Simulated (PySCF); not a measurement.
Correlation energy of Cu²⁺ (copper, charge +2)

[Ar] 3d8 4s1, 4s spin antiparallel (an excited configuration). Calculation: PySCF 2.14, in aug-cc-pVTZ-PP with one added diffuse shell each of s, p, d, f, g type with ECP10MDF (7s7p6d4f3g, 113 functions); scalar relativity through the core potential. Frozen: 3s2 3p6; 9 electrons correlated.

MP2 pair energies summed by pair of shells (mhartree):

```csv
pair,energy,share (%)
3d-3d,-254.42,90.1
3d-4s,-28.10,9.9
```

Total MP2 correlation energy: -282.52 mhartree.

Same-spin part -103.26 and opposite-spin part -179.26 mhartree; SCS-MP2 scales them by 1/3 and 6/5 to -249.53 mhartree.
